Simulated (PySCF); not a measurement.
ClH6NSi2, SMILES [SiH2]([SiH2]N)Cl.

The structure is a stationary point at B3LYP-D3(BJ)/def2-SVP. The structure was generated by enumeration, and PubChem lists no compound with its InChIKey, so it may never have been made. One conformer was computed; it need not be the lowest.

Method: TDA-ωB97X/def2-SVPD in PySCF.

Vertical excitations. The molecule is in vacuum.

Computed excitation energies, oscillator strengths and character:
```csv
state,energy (eV),λ (nm),f,main pairs
S1,5.76,215,0.023,HOMO→LUMO 90 %
S2,6.45,192,0.021,HOMO→LUMO+1 82 %
S3,7.17,173,0.062,"HOMO→LUMO+2 56 %, HOMO→LUMO+4 23 %, HOMO−1→LUMO 10 %"
S4,7.27,171,0.006,HOMO−2→LUMO 86 %
S5,7.49,166,0.003,"HOMO−1→LUMO 53 %, HOMO→LUMO+2 15 %"
S6,7.57,164,0.122,"HOMO→LUMO+3 67 %, HOMO→LUMO+4 16 %"
S7,7.98,155,0.012,"HOMO−1→LUMO+1 36 %, HOMO−4→LUMO 11 %, HOMO→LUMO+4 11 %, HOMO→LUMO+6 10 %"
S8,8.05,154,0.293,"HOMO→LUMO+4 27 %, HOMO→LUMO+6 19 %, HOMO→LUMO+3 17 %, HOMO→LUMO+2 6 %"
S9,8.30,149,0.009,"HOMO→LUMO+7 22 %, HOMO→LUMO+5 16 %, HOMO−3→LUMO 12 %, HOMO−1→LUMO+1 8 %"
S10,8.39,148,0.012,"HOMO−3→LUMO 41 %, HOMO→LUMO+6 12 %"
T1,5.16,240,0,HOMO→LUMO 86 %
T2,5.82,213,0,HOMO→LUMO+1 73 %
T3,6.68,186,0,"HOMO→LUMO+2 36 %, HOMO−1→LUMO 23 %, HOMO→LUMO+4 17 %"
T4,6.90,180,0,HOMO−2→LUMO 75 %
```
Triplets are in the Tamm–Dancoff approximation.
